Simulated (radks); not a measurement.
Values are calculated unless marked as measured or tabulated.
Question: Successive ionisation energies (eV) of one element, from differences of total energies of ions in their ground configurations, starting at charge 13: 289.71, 334.23, 357.50, 380.35, 418.69, 458.36, 499.31, 541.51, 588.12, 633.00, 679.05, 726.27, 774.62. Level of theory: Dirac Kohn-Sham, PBEsol, spin-unpolarised, spherical densities, point nucleus; open shells fill j = l - 1/2 first (a radial shooting solver on a logarithmic mesh with Libxc functionals). Which element is it?

Answer: Tantalum (Z = 73). The first species listed is Ta13+ in [Kr] 4d10 4f12 5s2, the last Ta25+ in [Kr] 4d10 4f2.
